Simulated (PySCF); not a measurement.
Basis and Hamiltonian dependence of the excitation energy of Nb⁺

Nb⁺ [Kr] 4d4 (5D) → Nb⁺ [Kr] 4d3 5s1 (5F). Calculated with PySCF 2.14 from differences of total energies of unrestricted determinants, without spin-orbit coupling. Values in eV.

| basis | Hamiltonian | functions | UHF | PBE | PBE0 | MP2 (valence) | CCSD(T) (valence) | CCSD(T) (valence and next inner shell) |
| --- | --- | --- | --- | --- | --- | --- | --- | --- |
| aug-cc-pVDZ-PP with ECP28MDF | ECP | 54 | 0.120 | 0.269 | 0.364 | 0.263 | 0.275 | n/a |
| def2-TZVPPD with the def2 core potential (28 electrons) | ECP | 56 | 0.030 | 0.192 | n/a | 0.222 | 0.234 | 0.157 |
| ANO-RCC-VTZP | spin-free X2C | 68 | 0.080 | 0.418 | 0.451 | 0.290 | 0.302 | 0.303 |
| aug-cc-pwCVDZ-PP with ECP28MDF | ECP | 70 | 0.052 | 0.223 | 0.317 | 0.247 | 0.259 | 0.101 |
| x2c-TZVPPall | spin-free X2C | 79 | 0.061 | 0.392 | 0.420 | 0.267 | 0.281 | 0.240 |
| def2-QZVPPD with the def2 core potential (28 electrons) | ECP | 81 | 0.024 | 0.183 | n/a | 0.231 | 0.240 | 0.187 |
| aug-cc-pVTZ-PP with ECP28MDF | ECP | 88 | 0.057 | 0.215 | 0.311 | 0.247 | 0.256 | n/a |
| aug-cc-pVTZ-DK | spin-free X2C | 102 | 0.052 | n/a | 0.393 | 0.244 | 0.253 | n/a |
| x2c-QZVPPall | spin-free X2C | 111 | 0.050 | 0.366 | 0.396 | 0.254 | 0.263 | n/a |
| aug-cc-pwCVTZ-PP with ECP28MDF | ECP | 122 | 0.049 | 0.212 | 0.309 | 0.257 | n/a | n/a |

Q: Estimate the row for x2c-TZVPPall with one added diffuse shell each of s, p, d, f type (spin-free X2C, 95 functions).

A: From the rows with the same Hamiltonian and similar size; the calculation gives UHF 0.06; PBE 0.39; PBE0 0.42; MP2 (valence) 0.27; CCSD(T) (valence) 0.28; CCSD(T) (valence and next inner shell) 0.24 (eV).

Frozen in the all-electron rows: valence: [Kr]; valence and next inner shell: [Ar] 3d10; with a core potential, the same shells as far as they lie outside it.

Reference for a calculation without spin-orbit coupling: 0.326 eV (measured, between term centres; NIST).
